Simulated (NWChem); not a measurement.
Species: SiNH$_{4}$OF; SMILES F[Si@H](N)O

```xyz
8

N     -0.5287    -1.4700    -0.2833
Si    -0.0818     0.0277     0.3716
O     -0.9605     1.1870    -0.4105
F      1.4790     0.4422     0.1391
H     -0.6865    -1.6051    -1.2743
H     -0.4130    -2.3391     0.2210
H     -0.2521    -0.0161     1.8426
H     -0.5339     2.0442    -0.4992
```
Atoms are numbered in this order, from 1.

Results from NWChem. All runs use the structure optimised with PBE0/def2-SVP. Level: PBE0/def2-SVPD; rows give the wavelength of the field.

**Question.** Order these by “isotropic polarisability (bohr³)”, lowest first: 589 nm; 400 nm; static.

**Answer.** static (37.8), 589 nm (38.7), 400 nm (39.8)
